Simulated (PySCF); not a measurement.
CH₅N₂S, SMILES C(=S)(N)[NH3+], charge +1. Geometry optimised at PBE-D3(BJ)/def2-SVP. The isomer is the one that the SMILES or the coordinates give; other isomers of the formula were not compared. One conformer was computed; it need not be the lowest.

Level of theory: PBE-D3(BJ)/def2-SVP run with PySCF.

Harmonic wavenumbers (cm⁻¹): 140, 314, 362, 422, 505, 579, 618, 867, 947, 951, 1156, 1371, 1474, 1522, 1554, 1608, 3253, 3359, 3362, 3464, 3582. Rotational constants (GHz): 9.279, 4.836, 3.238; symmetry number 1.

Question: Work out the zero-point energy and the ideal-gas rigid-rotor harmonic-oscillator thermochemistry at 298.15 K and 1 atm.

Answer: ZPE = ½ Σ hcν = ½ × 31410 cm⁻¹ = 44.90 kcal/mol. H − E(el) = 48.80 kcal/mol. Entropy in cal/(mol K): translation 38.94, rotation 25.21, vibration 8.19, total 72.34. G − E(el) = 27.23 kcal/mol. Cp = 19.83 cal/(mol K). Modes under 150 cm⁻¹ make the vibrational entropy uncertain.
